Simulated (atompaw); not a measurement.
## Cr: from the effect back to the setting (PAW (atompaw))

Base potential:

atompaw 4.2.0.5 input, output lines left out:

```
Cr 24
GGA-PBESOL scalarrelativistic loggrid 1500 logderivrange -3 5 201
4 4 3 0 0 0
4 0 0
4 1 0
3 2 5
0 0 0
c
c
c
v
c
c
v
v
2
2.60 2.30 2.45 1.70
y
-0.3
n
y
0.05
n
y
2.95
n
custom rrkj vanderbiltortho sinc
bessel
2.60
2.60
2.60
2.60
1.55
2.60
```

Cutoffs, loose and tight: the cutoffs (Ry, on a coarse ladder) from which the occupation-weighted sum of valence levels, in a spherical-Bessel basis at the reference potential, stays within 10 and 1 mRy of its value at 400 Ry. They see the waves, projectors and local potential, not the compensation charge or the core.

Only the scale of all radii (base = 1) is moved (1 further runs of the sweep failed or gave no value and are left out):

| scale of all radii (base = 1) | cutoff, loose | cutoff, tight | bound ghosts |
| --- | --- | --- | --- |
| 0.81 | 70 Ry | 110 Ry | p, s |
| 0.9 | 50 Ry | 90 Ry | none |
| 0.97 | 45 Ry | 80 Ry | none |
| 1.05 | 40 Ry | 70 Ry | none |
| 1.13 | 35 Ry | 50 Ry | none |
| 1.29 | 25 Ry | 40 Ry | none |

Task: One more run gave cutoff, loose: 30 Ry; cutoff, tight: 50 Ry; bound ghosts: none. Which value of the scale of all radii (base = 1) was used?

Result: 1.19. The loose cutoff moves one way along this sweep, from 70 Ry at 0.81 to 25 Ry at 1.29, which places the run between 1.13 and 1.29.
